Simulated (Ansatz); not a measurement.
(1) Predict a relaxed structure of CuH₂, charge 0, doublet, at PBE-D4/def2-TZVP (Ansatz).

Results:

(1) 
```xyz
3

Cu   -0.0980   -0.2076   -0.4169
H     0.4441    1.2211   -0.4388
H    -0.3462   -1.0135    0.8557
```
Point group C2v (tolerance 0.1 Å). The metal has 2 neighbours: H 1.53 Å, H 1.53 Å. This is one stationary point.

The structure comes from a short search, and lower isomers may exist.
